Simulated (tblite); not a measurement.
C5H6BN.
SMILES with atom numbers: `[CH:1]#[C:2][C:3]#[C:4][B:5]([CH3:6])[NH2:7]` (hydrogens: H8 on C1; H9, H10, H11 on C6; H12, H13 on N7)

Geometry (GFN2-xTB, Å), atoms numbered from 1 in this order:
```xyz
13
C5H6BN angstrom
C      4.2297    0.0666   -0.3708
C      3.0283   -0.0052   -0.3035
C      1.6741   -0.0880   -0.2369
C      0.4637   -0.1679   -0.1813
B     -1.0451   -0.2866   -0.0921
C     -1.7745   -0.3876    1.3181
N     -1.7856   -0.3000   -1.2661
H      5.2749    0.1243   -0.4268
H     -1.0881   -0.6046    2.1324
H     -2.5448   -1.1567    1.3188
H     -2.2689    0.5532    1.5577
H     -2.7881   -0.3798   -1.2833
H     -1.3799   -0.2284   -2.1839
```

Method: GFN2-xTB as coded in tblite; computed harmonic values from a numerical Hessian at the method's own geometry, unscaled. Against measured fundamentals such values can be off by several per cent, at times by over 20. The optimisation stopped once no atom felt more than 0.01 eV/Å.

Lowest wavenumbers of the output (negative numbers stand for imaginary wavenumbers):
```
mode    cm-1
  1     -64.7
  2      71.4
  3      93.8
  4     183.3
  5     225.0
  6     273.8
  7     385.5
  8     404.7
  9     425.7
 10     431.5
```

Task: Is this structure a minimum?

Result: No. 1 mode is imaginary beyond 20i (65i cm⁻¹), so at this level the point lies at or near a first-order saddle.

Task: Which atoms move in the imaginary mode?

Result: 65i: H11 (methyl hydrogen) 36 %, H10 (methyl hydrogen) 34 %, H9 (methyl hydrogen) 28 %. These are shares of the mass-weighted motion.

Task: What is the remedy?

Result: Step along that mode in both directions, optimise again with tighter thresholds and repeat the frequencies. The zero-point energy of this point (59.4 kcal/mol) counts the 32 real modes alone, and thermal corrections from it aren't those of a minimum.
